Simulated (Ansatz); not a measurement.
Geometry optimisation, RHF/def2-SVP in Ansatz.

Input:

```yaml
crystal:
  periodic: [false, false, false]
  atoms:
    - { symbol: Si, position_ang: [-0.2739, -0.3193, -0.6997] }
    - { symbol: C, position_ang: [0.8182, -0.5829, 1.1674] }
    - { symbol: H, position_ang: [-1.1939, -1.424, -0.9206] }
    - { symbol: H, position_ang: [0.9411, -0.7382, -1.4355] }
    - { symbol: "N", position_ang: [-0.2733, 1.3136, -1.204] }
    - { symbol: H, position_ang: [-0.4729, -0.0697, 1.2007] }
    - { symbol: Cl, position_ang: [-2.1196, 0.402, 0.8157] }
    - { symbol: H, position_ang: [0.9984, -1.6304, 0.9754] }
    - { symbol: H, position_ang: [1.6567, 0.027, 0.8666] }
    - { symbol: H, position_ang: [0.7579, -0.4947, 2.2577] }
    - { symbol: H, position_ang: [0.2006, 1.5915, -2.0453] }
    - { symbol: H, position_ang: [-1.0393, 1.9252, -0.9784] }
basis:
  gaussian: { orbitals: def2-SVP }
hamiltonian:
  xc: hf
relax:
  f_tol: 0.15
  max_steps: 25
  restrain:
    - { distance: [0, 6], at: 2.13, k: 30.0 }
    - { distance: [5, 1], at: 1.07, k: 30.0 }
    - { distance: [0, 1], at: 3.17, k: 30.0 }
    - { distance: [5, 6], at: 2.63, k: 30.0 }
```

Run as:

```bash
$ ansatz run input.yaml --threads 2 --pin off --max-ram 3072MiB --backend cpu --events-out ev --progress --plain --runs-dir out
```

Problem. Where does it end, and by what steps?

Solution. The run converged. The restraints hold the end off the free minimum. After 20 steps the energy has fallen by 3.549 eV (the restraints' own energy left out); H3 moved furthest, 1.68 Å.

```tsv
step	energy less start (eV)	largest force component (eV/Å)	accepted
0	0.0000	1.685	yes
1	-0.3342	3.410	yes
2	-0.3901	5.134	yes
3	-0.7889	3.648	yes
4	-1.5386	1.783	yes
5	-2.1507	0.862	yes
6	-2.5767	0.641	yes
7	-2.9236	1.162	yes
8	-3.1279	1.358	yes
9	-3.2243	1.528	yes
10	-3.3080	1.188	yes
11	-3.3641	0.942	yes
12	-3.4210	0.895	yes
13	-3.4416	0.861	yes
14	-3.4758	0.811	yes
15	-3.4749	1.671	no
16	-3.4933	0.788	yes
17	-3.5074	0.737	yes
18	-3.5208	0.771	yes
19	-3.5413	0.852	yes
20	-3.5490	0.687	yes
```

```xyz
12
Properties=species:S:1:pos:R:3
Si -0.935 -0.367 -1.048
C 1.095 -0.339 1.415
H -1.756 -0.574 -2.251
H 0.040 -1.445 -0.891
N -0.237 1.179 -1.219
H 0.120 0.119 1.468
Cl -2.273 -0.541 0.584
H 0.982 -1.422 1.429
H 1.637 -0.043 0.520
H 1.674 -0.036 2.288
H 0.377 1.593 -0.546
H -0.724 1.875 -1.750
```

Time of the run: 28 s on 2 threads of AMD EPYC 7B13 (Zen 3), on a shared host, peak memory 0.22 GiB.
